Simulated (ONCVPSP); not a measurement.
rhodium ONCV: all-electron and pseudo phase curves

ONCVPSP 4.0.1 input, shortened (lines: element, Z, core and valence counts, functional; n l f; lmax; l rc ep ncon nbas qcut; lloc lpopt rc5 dvloc0; l nproj debl; icmod fcfact rcfact), PBE, fully relativistic:

```
  Rh 45.00    6    5        4      upf
    1    0    2.00
    2    0    2.00
    2    1    6.00
    3    0    2.00
    3    1    6.00
    3    2   10.00
    4    0    2.00
    4    1    6.00
    4    2    8.00
    5    0    0.50
    5    1    0.50
    2
    0    1.25    0.00    4    8    7.50
    1    1.75    0.00    4    7    7.60
    2    2.15    0.00    5    9    8.20
    4    5    0.90    2.00
    0    2    0.70
    1    2    1.40
    2    2    2.10
    3    4.75    1.75
```

Open shells are filled in proportion to 2j + 1.

The phase is arctan(r·R′/R) of the radial function R(r), unwrapped; energies in Ha, scanned from -5 to 5 Ha. A pole is an energy at which the radial function vanishes at the test radius. The pseudo phase is shifted by a multiple of π to meet the all-electron one at the reference energy, and phase errors are pseudo minus all-electron; the curves can meet again beyond the range given. Levels narrower than the energy grid can be missing from the lists of poles.

Problem. For each channel, where are the poles, and over which energies does the pseudopotential scatter like the atom?

Solution.

```tsv
channel	radius (bohr)	reference energy (Ha)	poles, all-electron	poles, pseudo	unbroken range about the reference energy with phases within 0.05 rad	phase error 1 Ha above the reference energy (rad)
s	1.27	-0.18	-1.05	-1.05	below 4.6	-0.000
p3/2	1.78	-0.05	-1.45	-1.45	the whole range	-0.001
p1/2	1.78	-0.05	-1.64	-1.64	the whole range	-0.001
d5/2	2.18	-0.25	0.11, 4.50	0.11, 4.52	the whole range	+0.000
d3/2	2.18	-0.26	0.09, 4.47	0.09, 4.48	the whole range	+0.000
```

Phases in the p1/2 channel:

```csv
E (Ha),all-electron,pseudo
-4.96,1.312,1.311
-4.48,1.284,1.284
-4.00,1.244,1.244
-3.52,1.178,1.178
-3.04,1.037,1.037
-2.56,0.486,0.486
-2.08,-1.187,-1.187
-1.60,-1.586,-1.586
-1.12,-1.727,-1.727
-0.64,-1.829,-1.829
-0.16,-1.941,-1.941
0.32,-2.103,-2.103
0.80,-2.406,-2.406
1.28,-3.026,-3.028
1.76,-3.770,-3.774
2.24,-4.175,-4.178
2.72,-4.369,-4.373
3.20,-4.479,-4.482
3.68,-4.549,-4.553
4.16,-4.599,-4.603
4.64,-4.637,-4.643
```
